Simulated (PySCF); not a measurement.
Species: SbMe2F, C2H6FSb.
Bonds: Sb1–C2, Sb1–C6, Sb1–F10. Hydrogens: H3, H4, H5 on C2; H7, H8, H9 on C6.

Method used: PBE0-D3(BJ)/def2-SVP geometry optimisation, gas phase, def2 core potentials past Kr (PySCF 2.14.0).

(1) Give the optimised bond lengths and angles.

Answers

(1) 
| bond | length (Å) |
| --- | --- |
| Sb1–C2, Sb1–C6 | 2.158 |
| Sb1–F10 | 1.952 |
| C2–H3 and 5 like bonds | 1.100 |

Bonds in one row agree within 0.01 Å and their mean is given. A selection of angles:
| angle | degrees |
| --- | --- |
| C2–Sb1–C6 | 93.5 |
| C2–Sb1–F10 | 93.8 |
| Sb1–C2–H3 | 109.8 |
| Sb1–C2–H4 | 107.9 |
| Sb1–C2–H5 | 110.8 |
| H3–C2–H4 | 109.6 |

Sb1 (antimony bonded to 2 C and F) is pyramidal (angles 93.8°, 93.7° and 93.5°, sum 281.1°, 1.12 Å off the plane of its three neighbours).

Point group: near Cs, missed by 0.22 Å at most; the miss may be what the optimiser left on a soft mode. Not checked by PBE0-D3(BJ)/def2-SVP frequencies.
